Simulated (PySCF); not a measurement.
Geometry:
| atom | x (Å) | y (Å) | z (Å) |
| --- | --- | --- | --- |
| C1 | 2.852 | -0.202 | 1.043 |
| C2 | 2.235 | -0.273 | -0.122 |
| C3 | 0.935 | -0.969 | -0.359 |
| C4 | -0.151 | 0.039 | -0.742 |
| Si5 | -0.720 | 1.266 | 0.629 |
| C6 | -2.518 | 0.705 | 0.256 |
| Si7 | -1.937 | -0.641 | -0.978 |
| H8 | 3.778 | 0.332 | 1.169 |
| H9 | 2.458 | -0.686 | 1.922 |
| H10 | 2.654 | 0.224 | -0.989 |
| H11 | 0.637 | -1.513 | 0.539 |
| H12 | 1.059 | -1.696 | -1.170 |
| H13 | 0.192 | 0.571 | -1.633 |
| H14 | -0.431 | 2.679 | 0.372 |
| H15 | -0.266 | 0.909 | 1.974 |
| H16 | -3.130 | 1.479 | -0.200 |
| H17 | -3.077 | 0.337 | 1.112 |
| H18 | -2.473 | -0.540 | -2.338 |
| H19 | -2.106 | -2.014 | -0.492 |

- PBE0/pcSseg-1 with gauge-including orbitals
- structure optimised with GFN2-xTB
- code: PySCF 2.14
- non-relativistic Hamiltonian, equivalent nuclei averaged, gas phase, one computed conformer

Scale: 13C (σ = 186.93 ppm) vs TMS (reference shieldings calculated alike).

Do the 13C shifts follow the atomic charges (in e)? Tabulate both.

Answers


```csv
atoms,hybridisation,δ (ppm),σ para (ppm),Hirshfeld,IAO,Mulliken,ESP-fitted
C2,sp2,149.9,-220,-0.04,-0.13,-0.24,-0.04
C1,sp2,120.0,-187,-0.11,-0.33,-0.15,-0.52
C3,sp3,40.0,-98,-0.07,-0.24,-0.11,-0.24
C4,sp3,18.8,-90,-0.19,-0.64,-0.82,-0.18
C6,sp3,-10.4,-62,-0.26,-0.83,-0.83,-0.53
```

Correlation coefficients of δ with charge over these carbons: Hirshfeld +0.83, IAO +0.83, Mulliken +0.72, ESP-fitted +0.35; with the paramagnetic shielding -1.00. With so few points, grouped by hybridisation, these coefficients are fragile. Charge is one influence among several: hybridisation and low-lying excitations act through the paramagnetic term.

Shifts are as computed. Against solution values, carbons near 30 ppm lie about +3 ppm off and those near 130 ppm about +5 ppm (rms about the fit 2.1 ppm; single classes can miss by 10 ppm). Of 1328 compounds with measured shifts, 309 miss one by over three times the rms of a fit or turn the order of signals round; such compounds aren't used in these exercises. Signals without a measured value on file couldn't be tested in this way; 1H shifts scatter by 0.2 ppm about their fit, and single ones miss by 0.5 ppm.
